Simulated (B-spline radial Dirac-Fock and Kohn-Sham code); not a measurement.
## What relativity does to the binding energies of Tm⁵¹⁺

System: Tm⁵¹⁺ in the configuration [Ne] 3s2 3p6.

Both columns are ΔSCF binding energies of the configuration average from a radial finite-basis atomic code: non-relativistic Hartree-Fock with a point nucleus, and Dirac-Fock with a finite nucleus and the Coulomb interaction alone, averaged over the two j levels with weights 2j+1.

```
shell  Hartree-Fock (eV)  Dirac-Fock (eV)  shift (eV)  shift (%)
   1s            59020.2          63222.5    +4202.23      +7.12
   2s            12447.2          13597.6    +1150.33      +9.24
   2p            12053.6          12456.7     +403.13      +3.34
   3s             4922.0           5263.3     +341.28      +6.93
   3p             4754.9           4901.1     +146.16      +3.07
```

Relativity binds 1s, 2s, 2p, 3s, 3p more strongly, among those listed most of all 2s in relative terms.

Values without a named source are computed, but for edge energies of neutral atoms, which are taken from tables.
